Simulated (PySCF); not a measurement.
**Spin-rotation constants: `InChI=1S/C5H8O2S/c1-5(3-4-6)8(2)7/h4H,1,3H2,2H3/t8-/m0/s1`**

Geometry (Å), atoms numbered from 1 in this order:
```xyz
16

C     0.3463   -1.8347   -0.2119
C    -0.2776   -0.8331    0.3742
C    -1.4479   -0.0572   -0.1522
C    -0.9623    0.8823   -1.2267
O    -0.9581    2.0765   -1.1455
S     0.2869   -0.3023    2.0425
C     1.1426    1.2142    1.4188
O     1.3478   -1.2321    2.4182
H     1.1727   -2.3051    0.2971
H     0.0730   -2.2271   -1.1773
H    -1.9174    0.5103    0.6528
H    -2.1768   -0.7376   -0.5979
H    -0.5634    0.3605   -2.1162
H     1.6482    1.6628    2.2677
H     1.8686    0.9296    0.6651
H     0.4098    1.9019    1.0146
```

The calculation used GIAO HF/pcSseg-1 magnetisability, rotational g tensor and spin-rotation constants, non-relativistic, gas phase in PySCF 2.14.0. Geometry: GFN2-xTB.

(1) Give the nuclear spin-rotation constants along the inertial axes (H = +C I·J) beside the isotropic shieldings.

(2) How do the rotational constants and the g tensor change when H9, H10, H11, H12, H13, H14, H15, H16 are replaced by deuterium?

Results:

(1) Rotational constants 2.9179, 1.2080, 0.9798 GHz. A star marks the isotopologue with that one atom substituted, in its own axes.
```csv
atom,isotope,Caa (kHz),Cbb (kHz),Ccc (kHz),mean (kHz),σ (ppm)
H9,1H,0.177,-0.120,-0.070,-0.004,25.2
H10,1H,-0.078,0.008,-0.102,-0.058,25.7
H11,1H,-0.318,-0.077,-0.023,-0.140,29.7
H12,1H,-0.273,0.000,-0.088,-0.121,28.9
H13,1H,-0.222,-0.012,0.010,-0.075,23.0
H14,1H,-0.186,-0.009,-0.115,-0.103,29.4
H15,1H,-0.370,-0.117,0.021,-0.155,30.2
H16,1H,-0.019,-0.113,-0.097,-0.076,30.0
C1,13C*,1.262,0.364,0.154,0.594,64.4
C2,13C*,1.442,0.342,0.228,0.670,40.0
C3,13C*,0.484,0.220,0.146,0.283,151.7
C4,13C*,1.005,0.502,0.443,0.650,-6.9
O5,17O*,-1.188,-1.101,-0.476,-0.922,-344.0
S6,33S*,1.006,0.502,0.352,0.620,247.9
C7,13C*,0.528,0.204,0.158,0.296,148.8
O8,17O*,-0.557,0.084,-0.067,-0.180,320.8
```
For the geometry as given, no vibrational averaging.

(2) Constants 2.4103, 1.1410, 0.9085 GHz; g -0.0234, -0.0257, -0.0148, against -0.0277, -0.0274, -0.0158 before.
